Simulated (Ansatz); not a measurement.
BCl2HS, SMILES `SB(Cl)Cl`. Charge 0, multiplicity 1. Geometry: relaxed with PBE0-D4/def2-TZVP. It is one conformer, not always the lowest.

```xyz
5

S    -0.304   -1.356   -0.269
B    -0.007    0.405   -0.232
Cl   -0.316    1.308   -1.695
Cl    0.572    1.236    1.192
H     0.055   -1.593    1.004
```

**Question.** What is the dipole moment at r2SCAN/def2-TZVPP? (Estimate.)

**Answer.** The calculation gave: 1.21 D, with components (0.11, -0.88, 0.82) D in this frame, pointing from negative to positive charge.

**Question.** And with PBE, B3LYP, ωB97M-V? (An estimate is asked.)

**Answer.** Computed: PBE 1.17 D, B3LYP 1.19 D, ωB97M-V 1.17 D.

**Question.** Give the Mulliken charges with r2SCAN, PBE, B3LYP in def2-TZVPP. (Best estimate.)

**Answer.** Computed: 
```csv
atom,r2SCAN,PBE,B3LYP
S1,-0.10,-0.11,-0.11
B2,0.23,0.20,0.24
Cl3,-0.12,-0.10,-0.12
Cl4,-0.12,-0.11,-0.12
H5,0.11,0.12,0.12
```

B3LYP here is the variant with VWN-RPA as its local correlation; programs differ in this.
